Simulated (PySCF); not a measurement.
C₈H₉N.
SMILES: `c1cc(C2CC2)ccn1`

A PySCF run (density fitting, gas phase, GFN2-xTB geometry) gave HOMO -5.66 eV, LUMO -1.43 eV, dipole 3.04 D.

Question: Which of these levels was it?
A. B97-D/pcSseg-1
B. PBE0/pcSseg-1
C. PBE0/6-31++G**
D. PBE0/def2-SVPD
E. PW91/pcSseg-0

Answer: A. It is B97-D/pcSseg-1. All candidates on this geometry:

```csv
level and settings,kind,basis functions,SCF cycles,E (Eh),HOMO (eV),LUMO (eV),dipole (D)
"PW91/pcSseg-0, grid level 1",GGA,99,11,-364.0384,-5.27,-1.53,3.22
"B97-D/pcSseg-1, energy threshold 1e-06 Eh",GGA,198,8,-364.6525,-5.66,-1.43,3.04
PBE0/def2-SVPD,global hybrid,252,14,-364.3123,-7.23,-0.67,3.10
"PBE0/6-31++G**, grid level 1, fitting basis def2-qzvpp-jkfit",global hybrid,216,10,-364.5750,-7.23,-0.63,3.19
PBE0/pcSseg-1,global hybrid,198,14,-364.5075,-7.24,-0.62,3.06
```

The nearest other candidate, by the summed differences of HOMO and LUMO, is PW91/pcSseg-0: its HOMO differs by +0.39 eV and its LUMO by -0.10 eV. B97-D ran without the empirical dispersion term, which would shift the total energy alone. Cycle counts include a coarse-grid stage where the run had one. All basis functions are spherical, in the Pople sets too.

Conformer computed: `[cH:1]1[cH:2][c:3]([CH:4]2[CH2:5][CH2:6]2)[cH:7][cH:8][n:9]1`: C2–C3–C4–C5 -35°.
